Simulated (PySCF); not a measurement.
Calculated elemental compositions, with the atomic weights N 14.007, Si 28.085, C 12.011, H 1.008, P 30.974, S 32.060, Cl 35.450, Ga 69.723.

Q: A compound of molar mass 115.25 g/mol holds 12.15 % nitrogen, 52.11 % carbon, 24.37 % silicon and 11.37 % hydrogen by mass. What is its formula?

A: Per cent/100 × molar mass / atomic weight: N 1.00, C 5.00, Si 1.00, H 13.00. So C5H13NSi. One species with this formula is `N[SiH]1CCCCC1`.

Q: A compound of molar mass 158.20 g/mol holds 53.15 % carbon, 7.01 % hydrogen, 20.27 % sulfur and 19.58 % phosphorus by mass. What is its formula?

A: Per cent/100 × molar mass / atomic weight: C 7.00, H 11.00, S 1.00, P 1.00. So C7H11PS. One species with this formula is `C=CC1=CC[P@@](C)(=S)C1`.

Q: A compound of molar mass 112.22 g/mol holds 14.37 % hydrogen and 85.63 % carbon by mass. What is its formula?

A: Atoms of each element: H 16.00, C 8.00. So C8H16, 8 times the empirical formula CH2. One species with this formula is 1,1-dimethylcyclohexane, `CC1(C)CCCCC1`.

Q: A compound of molar mass 168.66 g/mol holds 7.77 % hydrogen, 21.02 % chlorine and 71.21 % carbon by mass. What is its formula?

A: Atoms of each element: H 13.00, Cl 1.00, C 10.00. So C10H13Cl. One species with this formula is `C=C[C@@H]1C[C@H](C2CC2)/C1=C/Cl`.

Q: A compound of molar mass 101.79 g/mol holds 11.80 % carbon, 5.94 % hydrogen, 68.50 % gallium and 13.76 % nitrogen by mass. What is its formula?

A: Dividing out the atomic weights: C 1.00, H 6.00, Ga 1.00, N 1.00. So CH6GaN. One species with this formula is `C[NH][GaH2]`.
